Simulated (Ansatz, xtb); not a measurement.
## Isomers of C6H5NOSi in order of energy

8 gas-phase structures of C6H5NOSi, from a drawn sample of its isomers (lower ones may exist). Each was relaxed with GFN2-xTB; where two conformers were screened, the lower at r2SCAN-D4/def2-SVP is listed:

A. `N#CC1=C[SiH2]C(C=O)=C1`, a singlet
B. `N#C[SiH]1C=CC=C1C=O`, a singlet
C. `N#CC1=C[SiH](C=O)C=C1`, a singlet
D. `N#CC1=CC=C(C=O)[SiH2]1`, a singlet
E. `N#CC1=C(C=O)C=C[SiH2]1`, a singlet
F. `N#CC1=C(C=O)[SiH2]C=C1`, a singlet
G. `N#CC1=CC(C=O)=C[SiH2]1`, a singlet
H. `N#CC1=CC=C[SiH]1C=O`, a singlet

Which do you expect lowest at r2SCAN-D4/def2-SVP, and how would the others follow?

Calculated order at r2SCAN-D4/def2-SVP: B (0.0), D (2.8), G (5.2), E (5.3), A (6.7), F (7.1), H (14.8), C (17.7) kcal/mol. Less than 1 kcal/mol parts G and E; A and F, so the order within those pairs means little.

Energies above the lowest of each column, in kcal/mol; the last columns are at PBE-D3(BJ)/def2-SVP geometries and were run for some of them only (a dash: not run or not comparable):

```
structure  GFN2-xTB  HF/STO-3G  r2SCAN-D4/def2-SVP  PBE-D3(BJ)/def2-SVP  CCSD(T)/def2-SVP + ΔMP2/def2-TZVPP
        B      17.3        0.0                 0.0                  0.0                                 0.0
        D       0.0       10.1                 2.8                  1.6                                 8.4
        G       4.3        9.2                 5.2                  4.0                                 8.9
        E       3.6       10.2                 5.3                  4.0                                 9.7
        A       4.3       11.1                 6.7                  5.6                                10.1
        F       4.2       12.0                 7.1                  5.8                                11.0
        H      22.9       11.4                14.8                    –                                   –
        C      25.6       12.9                17.7                    –                                   –
```

CCSD(T)/def2-SVP + ΔMP2/def2-TZVPP puts B lowest of those it was run on; GFN2-xTB picks D. Some further structures that were screened fall inside this span and aren't listed. Flexible structures stand in one conformer each, not always the lowest. Frequencies (GFN2-xTB) were run for A, B, D, E, F, G alone. ΔMP2 is the change of the MP2 energy from the smaller to the larger basis.

Over these structures GFN2-xTB departs from r2SCAN-D4/def2-SVP by 6.2 kcal/mol on average once a common shift is removed. A GFN2-xTB relaxation took about 0.12 s and the r2SCAN-D4/def2-SVP energy about 5.1 s on a shared host (Ansatz 0.2.0, xtb 6.7.1).
